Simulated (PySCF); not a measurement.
C3H4BrNO.
Numbering: `[NH2:1]/[CH:2]=[CH:3]\[C:4](=[O:5])[Br:6]` (hydrogens: H7, H8 on N1; H9 on C2; H10 on C3)

A GFN2-xTB structure was refined with PySCF, CAM-B3LYP/6-31G* geometry optimisation, gas phase. Its GFN2-xTB values:

```
coordinate  GFN2-xTB
     N1–C2   1.332 Å
     N1–H7   1.013 Å
     C2=C3   1.365 Å
     C2–H9   1.083 Å
     C3–C4   1.415 Å
    C3–H10   1.075 Å
     C4=O5   1.199 Å
    C4–Br6   1.991 Å
  N1–C2–C3    124.5°
  C2–C3–C4    120.6°
  C3–C4–O5    130.2°
 C3–C4–Br6    112.1°
 O5–C4–Br6    117.7°
```

**Question.** How do these coordinates change at the CAM-B3LYP/6-31G* level?

**Answer.** 
```csv
coordinate,CAM-B3LYP/6-31G* (Å or °),change
C3–C4,1.428,+0.013
N1–C2,1.338,+0.006
C4=O5,1.204,+0.005
C2–H9,1.087,+0.004
C3–H10,1.079,+0.004
C2=C3,1.368,+0.003
N1–H7,1.014,+0.001
C4–Br6,1.991,0.000
C3–C4–O5,128.4,-1.8
N1–C2–C3,126.0,+1.5
C2–C3–C4,119.5,-1.1
C3–C4–Br6,113.2,+1.1
O5–C4–Br6,118.5,+0.8
```

The energy falls by 1.5 kJ/mol over 8 energy and gradient evaluations, the largest force component goes from 0.0095 to 2.0e-04 Eh/bohr, and the atoms move by 0.022 Å rms after alignment. The bond that changes most is C3–C4 (alkene CH carbon to acyl halide carbon), which lengthens by 0.013 Å. Bonds longer at the end by more than 0.005 Å: 2 of 9; shorter: 0. Rotational constants go from 8155, 1057, 935.6 to 8243, 1045, 927.3 MHz.

The run used 110 basis functions and 54 SCF cycles in all. The run took 45 s on an Arm Neoverse V2 with one thread, no GPU, shared host with 32 logical CPUs at a one-minute load of 21, and the process peaked at 0.50 GiB of memory.

Whether it is a minimum is left open (no frequencies). One conformer, not necessarily the lowest.

Conformer computed: `[NH2:1]/[CH:2]=[CH:3]\[C:4](=[O:5])[Br:6]`: C2–C3–C4–O5 0°, H–N1–C2–C3 0°, H–N1–C2–C3 180°.
